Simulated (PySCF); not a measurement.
Match each property card to its molecule.

Structures:
1. `N#Cc1ccc(F)c([SeH])c1`
2. `F/C=C/CF`
3. `[CH3][Al]([CH3])[CH3]`

Card P (geometry PBE0-D3(BJ)/def2-SVP):
- Rotational constants A, B, C: 16.201, 2.571, 2.251 GHz
- Static isotropic polarisability (CAM-B3LYP/def2-SVPD): 39.7 au
- Core binding energies (ΔSCF SCAN, pcX-2 on the ionised atom, pcseg-1 elsewhere, spin-free X2C): C1s 291.0, C1s 293.0, C1s 293.7, F1s 692.9, F1s 693.3 eV
- Lowest singlet excitation (TDDFT CAM-B3LYP/def2-SVPD): 7.24 eV (171 nm, f = 0.004)
- Vertical ionisation energy (ΔSCF CAM-B3LYP/def2-SVPD): 10.06 eV

Card Q (geometry PBE0-D3(BJ)/def2-SVP):
* Rotational constants A, B, C: 4.959, 4.949, 2.596 GHz
* Static isotropic polarisability (wB97X-D/def2-SVPD): 64.9 au
* Isotropic shieldings of nuclei other than C and H, by class (GIAO B3LYP/pcSseg-1 (pcSseg-2 on Al)): 229 (1 Al) ppm
* Lowest singlet excitation (TDDFT wB97X-D/def2-SVPD): 5.87 eV (211 nm, f = 0.000 summed over 2 states within 0.01 eV)
* Core binding energies (ΔSCF SCAN, pcX-2 on the ionised atom, pcseg-1 elsewhere, spin-free X2C): C1s 289.5 (×3), Al1s 1566.0 eV
* HOMO energy (wB97X-D/def2-SVPD): -9.46 eV

Card R (geometry PBE0-D3(BJ)/def2-SVP):
* Rotational constants A, B, C: 1.639, 0.568, 0.422 GHz
* Static isotropic polarisability (CAM-B3LYP/def2-SVPD): 115.6 au
* Lowest singlet excitation (TDDFT CAM-B3LYP/def2-SVPD): 4.64 eV (267 nm, f = 0.019)
* Strongest line among the 6 lowest singlet transitions (TDDFT CAM-B3LYP/def2-SVPD): S5 at 5.86 eV (211 nm, f = 0.483)
* HOMO energy (CAM-B3LYP/def2-SVPD): -8.12 eV

Each SMILES stands for a single optimised conformer of the isolated species, non-relativistic unless stated. Electronic properties by PySCF. NMR classes are plain means over equivalent atoms (diastereotopic ones count apart unless rotation or inversion swaps them), as if these changed places fast.

Problem. Which card belongs to which structure?

Solution. P = 2, Q = 3, R = 1. What ties each card to its structure:
- 1 (card R), C7H4FNSe, monoisotopic mass 200.9 u, 10 heavy atoms: an asymmetric top with C = 0.422 GHz, the lowest such constant on the cards; polarisability 115.6 au for 96 electrons.
- 2 (card P), C3H4F2, monoisotopic mass 78.0 u, 5 heavy atoms: core lines of C and F; an asymmetric top with C = 2.251 GHz; polarisability 39.7 au for 40 electrons.
- 3 (card Q), C3H9Al, monoisotopic mass 72.1 u, 4 heavy atoms: core lines of Al and C; a nearly oblate symmetric top with C = 2.596 GHz, the highest such constant on the cards; polarisability 64.9 au for 40 electrons.
